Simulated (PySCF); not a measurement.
CdI$_{2}$, triplet, at the geometry of the source list (a higher spin typed on purpose: for a closed-shell molecule this is an excited state) (core potentials on Cd, I); PySCF with WB97X-V/def2-SVP.

Input for PySCF:
```python
from pyscf import gto, scf, dft

mol = gto.M(
    atom='''
Cd   -0.00000000   -0.00000000    0.00000000
I    -0.23780000    2.05200000   -1.64280000
I     0.23780000   -2.05200000    1.64280000
''',
    basis='def2-svp',
    ecp={'Cd': 'def2-svp', 'I': 'def2-svp'},
    spin=2,
    verbose=4,
)

mf = dft.UKS(mol)
mf.xc = 'wb97x_v'
mf.grids.atom_grid = (99, 590)
mf.grids.prune = None
mf.kernel()
```

Output, abridged:

```
PySCF version 2.14.0

[INPUT] verbose = 4
[INPUT] num. atoms = 3
[INPUT] num. electrons = 70
[INPUT] charge = 0
[INPUT] spin (= nelec alpha-beta = 2S) = 2
[INPUT] symmetry False subgroup None
[INPUT] Mole.unit = angstrom
[INPUT] Symbol           X                Y                Z      unit          X                Y                Z       unit  Magmom
[INPUT]  1 Cd     0.000000000000   0.000000000000   0.000000000000 AA    0.000000000000   0.000000000000   0.000000000000 Bohr   0.0
[INPUT]  2 I     -0.237800000000   2.052000000000  -1.642800000000 AA   -0.449376872422   3.877718007608  -3.104442077435 Bohr   0.0
[INPUT]  3 I      0.237800000000  -2.052000000000   1.642800000000 AA    0.449376872422  -3.877718007608   3.104442077435 Bohr   0.0

nuclear repulsion = 263.152389087861
number of shells = 31
number of NR pGTOs = 179
number of NR cGTOs = 83
basis = def2-svp
ecp = {'Cd': 'def2-svp', 'I': 'def2-svp'}

******** <class 'pyscf.dft.uks.UKS'> ********
method = UKS
initial guess = minao
damping factor = 0
level_shift factor = 0
DIIS = <class 'pyscf.scf.diis.CDIIS'>
diis_start_cycle = 1
diis_space = 8
diis_damp = 0
SCF conv_tol = 1e-09
SCF conv_tol_grad = None
SCF max_cycles = 50
direct_scf = True
direct_scf_tol = 1e-13
number electrons alpha = 36  beta = 34
XC library pyscf.dft.libxc version 7.1.2
    S. Lehtola, C. Steigemann, M. J. T. Oliveira, and M. A. L. Marques,  SoftwareX 7, 1–5 (2018)
XC functionals = wb97x_v
    N. Mardirossian and M. Head-Gordon,  Phys. Chem. Chem. Phys. 16, 9904–9924 (2014)
radial grids:
    Treutler-Ahlrichs [JCP 102, 346 (1995); DOI:10.1063/1.469408] (M4) radial grids

becke partition: Becke, JCP 88, 2547 (1988); DOI:10.1063/1.454033
pruning grids: None
grids dens level: 3
symmetrized grids: False
atomic radii adjust function: <function treutler_atomic_radii_adjust>
User specified grid scheme (99, 590)
** Following is NLC and NLC Grids **
NLC functional = wb97x_v
radial grids:
    Treutler-Ahlrichs [JCP 102, 346 (1995); DOI:10.1063/1.469408] (M4) radial grids

becke partition: Becke, JCP 88, 2547 (1988); DOI:10.1063/1.454033
pruning grids: <function nwchem_prune>
grids dens level: 3
symmetrized grids: False
atomic radii adjust function: <function treutler_atomic_radii_adjust>
small_rho_cutoff = 0
Set gradient conv threshold to 3.16228e-05
tot grids = 175232
tot grids = 66312
init E= -685.148075439287

cycle= 1 E= -760.756967605042  delta_E= -75.6  |g|= 2.62  |ddm|= 8.42

cycle= 2 E= -762.434323592413  delta_E= -1.68  |g|= 1.42  |ddm|= 6.52
cycle= 3 E= -763.010335427826  delta_E= -0.576  |g|= 0.186  |ddm|= 2.04
cycle= 4 E= -763.023614190072  delta_E= -0.0133  |g|= 0.0614  |ddm|= 0.315
cycle= 5 E= -763.025175553717  delta_E= -0.00156  |g|= 0.00417  |ddm|= 0.0767
cycle= 6 E= -763.025203150953  delta_E= -2.76e-05  |g|= 0.00143  |ddm|= 0.0161
cycle= 7 E= -763.025206766319  delta_E= -3.62e-06  |g|= 0.000439  |ddm|= 0.00484
cycle= 8 E= -763.02520725722  delta_E= -4.91e-07  |g|= 0.000113  |ddm|= 0.00227
cycle= 9 E= -763.025207296425  delta_E= -3.92e-08  |g|= 2.77e-05  |ddm|= 0.000631
cycle= 10 E= -763.025207298566  delta_E= -2.14e-09  |g|= 4.78e-06  |ddm|= 0.00016
cycle= 11 E= -763.025207298608  delta_E= -4.25e-11  |g|= 7.37e-07  |ddm|= 2.54e-05
Extra cycle  E= -763.025207298609  delta_E= -4.55e-13  |g|= 3.03e-07  |ddm|= 5.32e-06
converged SCF energy = -763.025207298609  <S^2> = 2.0164746  2S+1 = 3.010963
```
